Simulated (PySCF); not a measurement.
tert-butyl 2-methylpropanoate (C8H16O2), SMILES CC(C)C(=O)OC(C)(C)C.

Geometry optimised at B3LYP-D3(BJ)/def2-SVP. One conformer was computed; it need not be the lowest.

Method: PBE/def2-SVP run with PySCF.

Gas-phase values at a fixed geometry.

total energy: -464.02633 hartree
point group: Cs
highest occupied level: -5.71 eV
lowest empty level: -0.53 eV
orbital gap: 5.18 eV
dipole moment: 1.83 D
quadrupole, principal values (traceless, Buckingham form, about the centre of nuclear charge): -9.01, 0.71, 8.30 D·Å
mean static polarisability: 95.7 bohr³ (14.19 Å³)
polarisability, principal values: 88.7, 89.8, 108.7 bohr³
